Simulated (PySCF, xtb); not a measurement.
GaO, SMILES [O]=[Ga], multiplicity 2.

Harmonic wavenumbers (cm⁻¹) from GFN2-xTB in xtb 6.7.1 at its own minimum, in rising order: 721.

Question: What does PBE-D3(BJ)/def2-TZVPD in PySCF 2.14.0 give at its own minimum? (An estimate is asked for; the answer gives what the named calculation found.)

Answer: 755. Paired by order, the mean absolute difference is 34 cm⁻¹ and the zero-point energies are 1.0 and 1.1 kcal/mol.
